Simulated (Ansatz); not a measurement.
Two structures of SiN2H8O, singlet, reached by relaxing down either side of one saddle point (PBE0-D4/def2-TZVP). Energies are electronic, without zero-point energy. Computed with Ansatz 0.2.0 (basis: def2-TZVPP and def2-QZVPP); correlated methods freeze the cores. Extrapolation: Hartree–Fock as exp(−7.88 √X), correlation as X^−2.97. First:

```
12
angstrom
Si -0.5196 -0.1289 0.6479
N 0.9283 0.4754 -0.0770
H -1.4317 -0.6743 -0.3906
H -0.0287 -1.2221 1.5296
N -1.4554 1.0756 1.4246
H 1.2920 -0.7913 -1.6049
O 1.4881 -1.4209 -2.3182
H 0.9096 1.3715 -0.5416
H 1.7983 0.3518 0.4179
H -1.1576 1.5430 2.2646
H -2.4567 1.0813 1.3276
H 0.6332 -1.6613 -2.6799
```

Second:

Si1  (-0.880, -1.130, 0.129)
N2  (1.674, 1.183, 0.155)
H3  (-2.151, -1.903, 0.080)
H4  (0.120, -1.773, 1.012)
N5  (-1.291, 0.425, 0.668)
H6  (1.568, 0.489, -0.579)
O7  (-0.101, -1.186, -1.337)
H8  (2.090, 2.006, -0.264)
H9  (2.345, 0.815, 0.818)
H10  (-0.561, 1.121, 0.755)
H11  (-2.225, 0.792, 0.650)
H12  (-0.590, -0.839, -2.086)
(Å)

Task: Which bonds change from the first to the second?

Result: SiN₂H₆ ([NH2][SiH2][NH2]) + H₂O → SiNH₅O ([NH2][SiH2][OH]) + NH₃; bonds formed: Si1–O7, N2–H6; bonds broken: Si1–N2, H6–O7.

Task: Give the saddle point's structure and its height above each. (To be estimated.)

Result: By the calculation: 111.5 kJ/mol above the first and 158.7 kJ/mol above the second (CCSD(T) at an estimated basis limit (MP2 extrapolated from triple and quadruple zeta, plus CCSD(T) − MP2 in triple zeta)).
Si1  (-0.328, -0.503, 0.242)
N2  (1.214, 0.569, -0.039)
H3  (-1.549, -1.206, -0.297)
H4  (0.289, -1.463, 1.200)
N5  (-1.252, 0.829, 0.845)
H6  (1.153, -0.222, -1.173)
O7  (0.540, -1.129, -1.421)
H8  (1.066, 1.567, -0.096)
H9  (1.991, 0.378, 0.581)
H10  (-0.876, 1.568, 1.416)
H11  (-2.248, 0.728, 0.957)
H12  (-0.002, -1.117, -2.214)
(Å)

No T1 diagnostic of these runs exceeds 0.011.

The step is the kind of ligand exchange by which a precursor binds to a hydroxyl group, or is hydrolysed, in atomic layer deposition of oxides.

Labels in which every atom is bracketed show which atoms are joined, not bond orders.

For scale, one of the runs: CCSD(T)/def2-TZVPP, 247 basis functions, launched by `ansatz run in.yaml --threads 4 --pin off --events-out ev --progress --plain --max-ram 9574MiB`. Time: 2.1 min of wall clock on 4 CPU threads of an Arm Neoverse V1; the host was shared. Peak host memory: 5.2 GiB.
